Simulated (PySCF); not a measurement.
FGeH4NO2.

```xyz
9

N     -1.7378    -0.4853    -0.0283
Ge    -0.0074    -0.0001    -0.0177
O      0.2758     1.7315    -0.0432
O      0.9145    -0.6362    -1.3627
F      0.6100    -0.6172     1.4810
H     -2.1544    -0.5886    -0.9488
H     -1.9339    -1.3066     0.5368
H     -0.2242     2.1990     0.6351
H      1.7034    -0.1108    -1.5411
```

Coordinates come from a PBE0-D3(BJ)/def2-SVP optimisation. The structure was generated by enumeration, and PubChem lists no compound with its InChIKey, so it may never have been made. One conformer was computed; it need not be the lowest.

Method: PBE/pcSseg-1 (PySCF). Non-relativistic, no solvent.

Give the absolute GIAO shielding of each atom: isotropic value and principal components (ppm). (The exact figures need the calculation; the answer reports its results.)


```csv
atom,σ(iso),σ11,σ22,σ33,span
N1,243.0,204.3,248.0,276.8,72.5
Ge2,1247.7,1167.4,1277.1,1298.6,131.2
O3,268.8,241.1,254.5,310.7,69.6
O4,275.5,245.8,264.0,316.6,70.8
F5,307.8,258.6,269.7,395.0,136.4
H6,30.6,22.9,26.1,42.9,20.0
H7,30.5,22.9,26.3,42.4,19.5
H8,29.7,21.3,24.2,43.6,22.3
H9,29.5,20.6,24.5,43.2,22.6
```
